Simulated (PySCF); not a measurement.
**`C#C[B@H-]1[PH2+][B@H-](CC)[PH2+]1`, C$_{4}$H$_{12}$B$_{2}$P$_{2}$**

Molfile (atoms numbered from 1):
```
C4H12B2P2
     RDKit          3D

 20 20  0  0  0  0  0  0  0  0999 V2000
    3.2984   -0.2678    2.2399 C   0  0  0  0  0  0  0  0  0  0  0  0
    2.8134   -0.2159    1.1412 C   0  0  0  0  0  0  0  0  0  0  0  0
    2.1982   -0.1451   -0.2704 B   0  0  1  0  0  0  0  0  0  0  0  0
    0.8197   -1.5457   -0.4378 P   0  0  0  0  0  0  0  0  0  0  0  0
   -0.5626   -0.3171    0.2228 B   0  0  2  0  0  0  0  0  0  0  0  0
   -1.9635   -0.2965   -0.5919 C   0  0  0  0  0  0  0  0  0  0  0  0
   -2.8021    0.9378   -0.2580 C   0  0  0  0  0  0  0  0  0  0  0  0
    0.6914    1.1249   -0.2433 P   0  0  0  0  0  0  0  0  0  0  0  0
    3.7317   -0.3126    3.1971 H   0  0  0  0  0  0  0  0  0  0  0  0
    2.9576   -0.0465   -1.1738 H   0  0  0  0  0  0  0  0  0  0  0  0
    1.0062   -2.8195    0.0886 H   0  0  0  0  0  0  0  0  0  0  0  0
    0.6016   -1.9457   -1.7517 H   0  0  0  0  0  0  0  0  0  0  0  0
   -0.6338   -0.4055    1.4065 H   0  0  0  0  0  0  0  0  0  0  0  0
   -2.5562   -1.1871   -0.3668 H   0  0  0  0  0  0  0  0  0  0  0  0
   -1.7910   -0.3105   -1.6746 H   0  0  0  0  0  0  0  0  0  0  0  0
   -3.0458    0.9531    0.8018 H   0  0  0  0  0  0  0  0  0  0  0  0
   -3.7320    0.9548   -0.8243 H   0  0  0  0  0  0  0  0  0  0  0  0
   -2.2431    1.8455   -0.4884 H   0  0  0  0  0  0  0  0  0  0  0  0
    0.4367    1.6923   -1.4866 H   0  0  0  0  0  0  0  0  0  0  0  0
    0.7701    2.3177    0.4670 H   0  0  0  0  0  0  0  0  0  0  0  0
  1  2  3  0
  2  3  1  0
  3  4  1  0
  4  5  1  0
  5  6  1  0
  6  7  1  0
  5  8  1  0
  8  3  1  0
  1  9  1  0
  3 10  1  6
  4 11  1  0
  4 12  1  0
  5 13  1  1
  6 14  1  0
  6 15  1  0
  7 16  1  0
  7 17  1  0
  7 18  1  0
  8 19  1  0
  8 20  1  0
M  CHG  4   3  -1   4   1   5  -1   8   1
M  END
```

Theory: TDDFT PBE0/def2-SVPD circular dichroism and optical rotation, one conformer, gas phase in PySCF. Geometry: GFN2-xTB.

The molecule is flexible and this is one conformer; a measurement averages over conformers. States above about 7.2 eV lie in this functional's continuum (it starts at minus the energy of the highest occupied orbital, well below the true ionisation energy for most functionals) and depend on the basis. Singlets 11 and 12 lie within 0.01 eV of each other, so their separate moments and overlaps can depend on how they mix.

Task: Draw the ECD and absorption spectra from the lowest 16 states, each a Gaussian of half-width 0.25 eV at 1/e height.

Result: 
```tsv
E (eV)	λ (nm)	Δε (L mol⁻¹ cm⁻¹)	ε (L mol⁻¹ cm⁻¹)
5.00	248	-0.01	6.17
5.15	241	-0.10	47.8
5.30	234	-0.37	181
5.45	228	-0.63	341
5.60	222	-0.41	363
5.75	216	+0.27	436
5.90	210	+0.99	888
6.05	205	+1.11	1410
6.20	200	-1.16	1470
6.35	195	-6.12	1820
6.50	191	-9.02	4100
6.65	187	-3.58	8400
6.80	182	+14.60	11800
6.95	178	+32.95	11900
7.10	175	+27.70	9040
```
Δε uses R in velocity form, ε uses f in length form. Only the states computed contribute, so the short-wavelength end is incomplete.
